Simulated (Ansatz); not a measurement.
C3H8BNO can be A, `B/C=C(\O)CN`, or B, `BCO/C=N/C`.

Computed with Ansatz on PBE0-D4/def2-TZVP structures; ΔE is electronic, products minus reactants. CCSD(T)/CBS is the MP2 limit (def2-TZVPP, def2-QZVPP) plus CCSD(T) − MP2 in def2-TZVPP, frozen cores. Double bonds are as drawn, so ΔE can hold a change between cis and trans. Functionals use def2-TZVPP. B3LYP here is the variant with VWN-RPA as its local correlation; programs differ in this. One conformer a species, not always the lowest.

(1) Which is lower in electronic energy at CCSD(T)/CBS, and by how much? (An estimate is asked.)

(2) Give E(B) − E(A) in kJ/mol with CCSD/def2-TZVPP, CCSD(T)/def2-TZVPP, HF/def2-TZVPP, B3LYP-D4, MP2/def2-TZVPP, B3LYP, r2SCAN-D4. (An estimate is asked.)

Largest T1 diagnostic: 0.013.

Results:

(1) The calculation gave: A, by 44.2 kJ/mol.

(2) Ansatz gave: CCSD/def2-TZVPP 37.6, CCSD(T)/def2-TZVPP 39.2, HF/def2-TZVPP 25.8, B3LYP-D4 36.8, MP2/def2-TZVPP 44.9, B3LYP 32.9, r2SCAN-D4 41.5. None reverses the order clearly.

In def2-TZVPP, CCSD(T) changes the Hartree–Fock value by +13.5 kJ/mol (the triples alone add +1.6 kJ/mol) and MP2 by +19.1 kJ/mol. The D4 term adds +3.9 kJ/mol with B3LYP and +2.0 kJ/mol with PBE0; it sums over pairs of atoms, weighted by their polarisabilities, and B3LYP, whose exchange is more repulsive, gets the larger term.
